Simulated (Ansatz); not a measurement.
C2H8SSi2 can be A, `C=C[SiH2]S[SiH3]`, or B, `S[SiH]1C[SiH2]C1`.

Program: Ansatz. Geometries: PBE0-D4/def2-TZVP. ΔE: electronic, gas phase. CBS: MP2 limit from def2 TZ/QZ plus the TZ coupled-cluster correction, frozen cores. DFT in def2-TZVPP. B3LYP here is the variant with VWN-RPA as its local correlation; programs differ in this. One conformer a species, not always the lowest.

Problem. Which is lower in electronic energy at CCSD(T)/CBS, and by how much? (An estimate is asked.)

Solution. The calculation gave: B, by 11.0 kcal/mol.

Problem. Give E(B) − E(A) in kcal/mol with r2SCAN-D4, CCSD(T)/def2-TZVPP, PBE-D4, PBE0-D4, B3LYP-D4, CCSD/def2-TZVPP, HF/def2-TZVPP. (An estimate is asked.)

Solution. The calculation gave: r2SCAN-D4 -13.7, CCSD(T)/def2-TZVPP -10.7, PBE-D4 -13.7, PBE0-D4 -15.2, B3LYP-D4 -8.4, CCSD/def2-TZVPP -10.6, HF/def2-TZVPP -3.4. None reverses the order clearly.

Largest T1 diagnostic: 0.012.

From PBE to PBE0 (25 % exact exchange), in def2-TZVPP and without D4, E(B) − E(A) moves by −1.6 kcal/mol. In def2-TZVPP, CCSD(T) changes the Hartree–Fock value by −7.3 kcal/mol (the triples alone add −0.1 kcal/mol) and MP2 by −9.6 kcal/mol.
